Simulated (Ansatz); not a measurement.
Program: Ansatz. Geometries: PBE0-D4/def2-TZVP. ΔE: electronic, gas phase. CCSD(T)/CBS adds triple-zeta CCSD(T) − MP2 to the extrapolated MP2 energy (def2 sets, frozen cores). This one scheme is used for every species. Functionals use def2-TZVPP. B3LYP here is the variant with VWN-RPA as its local correlation; programs differ in this. For Se outer-core shells are correlated without core-valence functions, which leaves a few kJ/mol of doubt a bond. Scalar relativity is left out up to krypton. Each species was taken in one conformer, which may not be the lowest.

`N=[CH][AlH][OH]` + `C[SeH]` → `C[Se][AlH][OH]` + `C=N`  (ligand exchange at the Al–C bond)

`N=[CH][AlH][OH]`:

Cartesian coordinates in Å:
```
N 0.660 -1.668 0.768
C -0.299 -0.849 0.959
Al -0.522 0.764 -0.156
O 0.711 0.835 -1.317
H 1.252 -1.364 -0.010
H -0.973 -1.118 1.784
H -1.646 1.876 -0.057
H 0.816 1.523 -1.971
```

`C[SeH]`:

```xyz
6

C    -0.514   -0.178   -0.042
Se    1.339   -0.256    0.554
H    -1.006    0.708    0.350
H    -0.997   -1.067    0.362
H    -0.568   -0.203   -1.128
H     1.745    0.996   -0.096
```

`C[Se][AlH][OH]`:

Cartesian coordinates in Å:
```
C -1.080 -0.046 -1.502
Se -0.974 -0.899 0.266
Al 0.922 0.198 0.988
O 1.587 -0.099 2.514
H -0.271 0.672 -1.633
H -1.008 -0.823 -2.259
H -2.038 0.463 -1.576
H 1.624 1.250 0.048
H 1.238 -0.716 3.154
```

`C=N`:

Cartesian coordinates in Å:
```
C -0.048 0.244 -0.301
N 0.243 -0.011 0.899
H -0.354 -0.501 -1.044
H 0.001 1.279 -0.645
H 0.157 -1.010 1.091
```

```json
{"level": "PBE-D4", "ΔE (kJ/mol)": "-123.3", "difference from CCSD(T)/CBS": "5.3"}
{"level": "r2SCAN-D4", "ΔE (kJ/mol)": "-127.7", "difference from CCSD(T)/CBS": "0.9"}
{"level": "PBE0-D4", "ΔE (kJ/mol)": "-128.1", "difference from CCSD(T)/CBS": "0.5"}
{"level": "B3LYP-D4", "ΔE (kJ/mol)": "-122.8", "difference from CCSD(T)/CBS": "5.8"}
{"level": "ωB97X-V", "ΔE (kJ/mol)": "-122.7", "difference from CCSD(T)/CBS": "5.9"}
{"level": "ωB97M-V", "ΔE (kJ/mol)": "-122.8", "difference from CCSD(T)/CBS": "5.8"}
{"level": "B2PLYP", "ΔE (kJ/mol)": "-124.3", "difference from CCSD(T)/CBS": "4.3"}
{"level": "PBE", "ΔE (kJ/mol)": "-122.1", "difference from CCSD(T)/CBS": "6.5"}
{"level": "r2SCAN", "ΔE (kJ/mol)": "-127.4", "difference from CCSD(T)/CBS": "1.2"}
{"level": "PBE0", "ΔE (kJ/mol)": "-126.9", "difference from CCSD(T)/CBS": "1.7"}
{"level": "B3LYP", "ΔE (kJ/mol)": "-120.7", "difference from CCSD(T)/CBS": "7.9"}
{"level": "HF/def2-TZVPP", "ΔE (kJ/mol)": "-130.9", "difference from CCSD(T)/CBS": "-2.3"}
{"level": "MP2/def2-TZVPP", "ΔE (kJ/mol)": "-130.6", "difference from CCSD(T)/CBS": "-2.0"}
{"level": "SCS-MP2/def2-TZVPP", "ΔE (kJ/mol)": "-126.8", "difference from CCSD(T)/CBS": "1.8"}
{"level": "CCSD/def2-TZVPP", "ΔE (kJ/mol)": "-125.2", "difference from CCSD(T)/CBS": "3.4"}
{"level": "CCSD(T)/def2-TZVPP", "ΔE (kJ/mol)": "-125.0", "difference from CCSD(T)/CBS": "3.6"}
{"level": "HF/def2-QZVPP", "ΔE (kJ/mol)": "-130.1", "difference from CCSD(T)/CBS": "-1.5"}
{"level": "MP2/def2-QZVPP", "ΔE (kJ/mol)": "-132.4", "difference from CCSD(T)/CBS": "-3.8"}
{"level": "SCS-MP2/def2-QZVPP", "ΔE (kJ/mol)": "-128.5", "difference from CCSD(T)/CBS": "0.1"}
{"level": "HF/CBS(def2)", "ΔE (kJ/mol)": "-130.0", "difference from CCSD(T)/CBS": "-1.4"}
{"level": "MP2/CBS(def2)", "ΔE (kJ/mol)": "-134.2", "difference from CCSD(T)/CBS": "-5.6"}
{"level": "CCSD/CBS(def2)", "ΔE (kJ/mol)": "-128.8", "difference from CCSD(T)/CBS": "-0.2"}
{"level": "CCSD(T)/CBS", "ΔE (kJ/mol)": "-128.6", "difference from CCSD(T)/CBS": "0"}
```

Largest T1 diagnostic among the species: 0.013.

From PBE to PBE0 (25 % exact exchange), in def2-TZVPP and without D4, ΔE moves by −4.9 kJ/mol.
